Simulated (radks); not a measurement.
Q: Dy17+, 49 electrons, occupied as [Kr] 4d10 4f3. Calculated with a radial shooting solver on a logarithmic mesh with Libxc functionals: non-relativistic Kohn-Sham, TPSS, spin-polarised, spherical densities, point nucleus; open shells are filled with parallel spins first (spin-orbit coupling, left out, can overturn this in heavy ions); meta-GGA in the generalised Kohn-Sham scheme; relativity is left out, which matters for an element this heavy. Some entries of the table are withheld. Estimate them.

orbital  occ.  eigenvalue (Ry)  <r> (bohr)  r(max) (bohr)
1s down     1        -3722.148     0.02297        0.01523
1s up       1        -3722.147     0.02297        0.01523
2s up       1        -621.3696     0.09764        0.08333
2s down     1        -621.3674     0.09764        0.08333
2p up       3        -593.2752     0.08279        0.06486
2p down     3        -593.2740     0.08279        0.06486
3s up       1        -161.0711      0.2507         0.2312
3s down     1        -160.9139      0.2506         0.2311
3p up       3        -148.4892      0.2406         0.2188
3p down     3        -148.3412      0.2404         0.2187
3d up       5        -125.1248      0.2131         0.1745
3d down     5        -125.0093      0.2129         0.1744
4s up       1        -53.72762         (1)         0.5191
4s down     1        -53.44231         (2)         0.5191
4p up       3              (3)      0.5556         0.5216
4p down     3              (4)      0.5561         0.5215
4d up       5        -39.49389      0.5687            (5)
4d down     5        -39.19789      0.5696            (6)
4f up       3        -28.00089      0.5837         0.4751
4f down     0        -27.68670      0.5861         0.4759

A: 
(1) 4s up <r> (bohr): 0.5482
(2) 4s down <r> (bohr): 0.5486
(3) 4p up eigenvalue (Ry): -48.63022
(4) 4p down eigenvalue (Ry): -48.34136
(5) 4d up r(max) (bohr): 0.5200
(6) 4d down r(max) (bohr): 0.5200
